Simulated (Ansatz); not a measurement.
Cost and result for the atomization energy of `Cl[SiH]1CO1` (7 atoms, 7 bonds).

| atom | x (Å) | y (Å) | z (Å) |
| --- | --- | --- | --- |
| Cl1 | 0.695 | -1.847 | -1.551 |
| Si2 | -0.336 | -0.348 | -0.650 |
| C3 | 0.365 | 0.615 | 0.693 |
| O4 | -0.624 | -0.472 | 0.963 |
| H5 | -1.443 | 0.069 | -1.523 |
| H6 | 1.350 | 0.386 | 1.093 |
| H7 | -0.007 | 1.597 | 0.976 |

The species carries charge 0 and has multiplicity 1. The structure was optimised at the PBE0-D4/def2-TZVP level. Program: Ansatz. All runs use 2 threads of an Arm Neoverse V1 on a shared host. Times are those of one run each, without the atoms' runs, and a repeat can differ threefold. Electronic energies, without spin–orbit coupling; frozen cores. CCSD(T)/CBS adds CCSD(T) − MP2 in def2-TZVPP to the MP2 limit, and its time is that of the two runs behind it. T1 = 0.013. HSE06 is the plane-wave form, built on full-range PBE exchange.

CCSD(T)/CBS is a level of theory with its own doubt, some kJ/mol a heavy atom from the limit and from the frozen cores, so smaller differences don't rank the functionals.

| level | functions | wall time |
| --- | --- | --- |
| LDA (SPW92)/def2-TZVPP | 188 | 1.3 s |
| BLYP-D4/def2-TZVPP | 188 | 2 s |
| CCSD(T)/def2-SVP | 79 | 2 s |
| revPBE-D4/def2-TZVPP | 188 | 2.2 s |
| PBE-D4/def2-TZVPP (with forces) | 188 | 2.6 s |
| BHLYP-D4/def2-TZVPP | 188 | 3.7 s |
| HSE06-D4/def2-TZVPP | 188 | 3.8 s |
| CAM-B3LYP-D4/def2-TZVPP | 188 | 3.9 s |
| r2SCAN-D4/def2-TZVPP (with forces) | 188 | 5.5 s |
| B2PLYP/def2-TZVPP | 188 | 6 s |
| MP2/def2-QZVPP | 344 | 20 s |
| CCSD(T)/def2-TZVPP | 188 | 56 s |
| CCSD(T)/CBS(def2) | – | 76 s |

Question: What atomization energy does each give, and how far from CCSD(T)/CBS? (An estimate is asked.)

Answer: Computed: 
```
                             level  atomization (kcal/mol)  difference from CCSD(T)/CBS  per bond
            LDA (SPW92)/def2-TZVPP                   698.8                         94.1      13.4
                BLYP-D4/def2-TZVPP                   600.3                         -4.4      -0.6
                  CCSD(T)/def2-SVP                   554.8                        -49.9      -7.1
              revPBE-D4/def2-TZVPP                   600.7                         -4.0      -0.6
   PBE-D4/def2-TZVPP (with forces)                   617.4                         12.7       1.8
               BHLYP-D4/def2-TZVPP                   578.1                        -26.6      -3.8
               HSE06-D4/def2-TZVPP                   603.8                         -0.9      -0.1
           CAM-B3LYP-D4/def2-TZVPP                   602.4                         -2.3      -0.3
r2SCAN-D4/def2-TZVPP (with forces)                   608.1                          3.4       0.5
                 B2PLYP/def2-TZVPP                   595.2                         -9.5      -1.4
                    MP2/def2-QZVPP                   614.3                          9.6       1.4
                CCSD(T)/def2-TZVPP                   585.3                        -19.4      -2.8
                 CCSD(T)/CBS(def2)                   604.7                          0.0       0.0
```

The D4 term adds +5.7 kcal/mol with B3LYP and +2.9 kcal/mol with PBE0; it sums over pairs of atoms, weighted by their polarisabilities, and B3LYP, whose exchange is more repulsive, gets the larger term. At CCSD(T), def2-SVP lies −49.9 kcal/mol from the extrapolated value and def2-TZVPP −19.5 kcal/mol: correlation converges slowly with the basis, and small sets miss more of it in the bonded molecule than in its fragments. Leaving LDA and LC-ωPBE aside and taking each functional with its dispersion term where it has one, the values spread over 39.4 kcal/mol, from BHLYP-D4 to PBE-D4. LDA lies +84.8 kcal/mol from PBE without D4, its usual overbinding.

B3LYP here is the variant with VWN-RPA as its local correlation; programs differ in this.
